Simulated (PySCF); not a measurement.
SMILES B(C)(C)C#CB(O)O (C4H8B2O2) at its GFN2-xTB optimised geometry (Å):

```
16

B      0.2102     1.2333     0.0000
O     -0.4430     2.4343     0.0000
O      1.5598     1.2333     0.0000
C     -0.5393    -0.1018     0.0002
C     -1.1764    -1.1364     0.0010
B     -1.9392    -2.4343     0.0021
C     -2.3056    -3.1192    -1.3722
C     -2.3602    -3.0812     1.3798
H     -1.3969     2.3959     0.0000
H      1.9392     2.1124    -0.0002
H     -3.1786    -3.7652    -1.3104
H     -2.4578    -2.4082    -2.1813
H     -1.4684    -3.7509    -1.6725
H     -1.6345    -2.9038     2.1705
H     -2.5433    -4.1512     1.3129
H     -3.2926    -2.6219     1.7114
```

Method: PBE0/def2-TZVP run with PySCF 2.14.0. Cells within 0.4 Å of a nucleus heavier than hydrogen are left out (blank, or x).

Map of the deformation density (molecule minus spherical neutral atoms) (e/bohr³), clipped to [-0.15, 0.15] on the plane z = 0.0 Å:

```
|2222222222222222222222222222222|
|2222222222222222222222222222222|
|2222222222222222222222222222222|
|2222222222112222222222222222222|
|2222222211111222222221122222222|
|2222222111112243221111111222222|
|2222222110133xx3211111111222222|
|2222222110375xx2111111011122222|
|2222222111143xx4211135311122222|
|2222222111112355212247411122222|
|222222221111123xx354xx211122222|
|222222222111112xxx6xxx221222222|
|222222222111124xx232x7322222222|
|2222222221112465311123222222222|
|2222222222111475211112222222222|
|222222222222xxx2211112222222222|
|2222222222357xx1111122222222222|
|2222222212379831111222222222222|
|22222211212xx632112222222222222|
|2222211123xxx322222222222222222|
|22221111247x2122222222222222222|
|2221111025652212222222222222222|
|22211100xx432112222222222222222|
|22211100xx111112222222222222222|
|22211112xx001112222222222222222|
|2211111221001112222222222222222|
|2221111111111122222222222222222|
|2221111111111122222222222222222|
|2221111111111222222222222222222|
|2222111111112222222222222222222|
|2222211111222222222222222222222|
```
Scale: ten equal steps from -0.041 (start of '0') to 0.150 (end of '9'), in the order '0123456789'; x runs from -4.50 to 4.50, y from -4.50 (bottom) to 4.50 (top).
